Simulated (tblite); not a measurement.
Compound: C6H4N (doublet state).
SMILES: `N#CC1=CCC=[C]1`

Computed geometry: GFN2-xTB, gas phase. This method treats the open shell by occupation alone, without spin polarisation.

Take the most abundant isotopes and a rigid rotor. 

Task: What are A, B and C (GHz)?

Result: Ia = 54.88, Ib = 263.29, Ic = 315.03 u·Å²; 505379 MHz·u·Å²/I gives 9209, 1919 and 1604 MHz, that is A = 9.2089, B = 1.9195, C = 1.6042 GHz.

Task: Classify the top.

Result: A near-prolate asymmetric top: κ = (2 × 1919 − 9209 − 1604)/(9209 − 1604) = -0.92.

Task: Is it planar, by Δ = Ic − Ia − Ib?

Result: Not planar: Δ = Ic − Ia − Ib = -3.13 u·Å². For a rigid frame Δ = −2 Σ m c², so Σ m c² = 1.57 u·Å² lies off the ab plane, practically all of it from hydrogen. The atom farthest from that plane is 0.88 Å away.

Task: Give the other two planar moments, Paa and Pbb, and the rms extents of the mass along the axes.

Result: Paa = Σ m a² = (Ib + Ic − Ia)/2 = 261.72 and Pbb = Σ m b² = (Ia + Ic − Ib)/2 = 53.31 u·Å². With the mass M = 90.03 u, the rms extents √(P/M) along a, b and c are 1.70, 0.77, 0.13 Å.

Task: Give the coordinates in the principal-axis frame, origin at the centre of mass.

Result: The sense of each axis is arbitrary; atoms in the order of the calculation.
| atom | mass (u) | a (Å) | b (Å) | c (Å) |
| --- | --- | --- | --- | --- |
| N1 | 14.003 | 2.872 | 0.042 | 0.000 |
| C2 | 12.000 | 1.726 | 0.016 | 0.000 |
| C3 | 12.000 | 0.322 | -0.012 | 0.000 |
| C4 | 12.000 | -0.475 | -1.106 | 0.000 |
| C5 | 12.000 | -1.909 | -0.686 | 0.000 |
| C6 | 12.000 | -1.825 | 0.823 | 0.000 |
| C7 | 12.000 | -0.544 | 1.149 | 0.000 |
| H8 | 1.008 | -0.152 | -2.132 | -0.001 |
| H9 | 1.008 | -2.439 | -1.052 | 0.882 |
| H10 | 1.008 | -2.439 | -1.054 | -0.881 |
| H11 | 1.008 | -2.686 | 1.461 | 0.000 |

Task: Estimate the classical rotational partition function at 25 K, 298.15 K and 500 K.

Result: Point group Cs, symmetry number σ = 1; q = (√π/σ)·√((kT/h)³/(ABC)), k/h = 20836.6 MHz/K: 3960 at 25 K, 163000 at 298.15 K, 354000 at 500 K.

For this open shell read J as N, the rotation without spin; fine and hyperfine splittings come on top. Its GFN2-xTB frequencies are all real (lowest 148 cm⁻¹). These are rigid-rotor constants of the computed structure; measured ground-state constants (B0) also hold zero-point vibration.
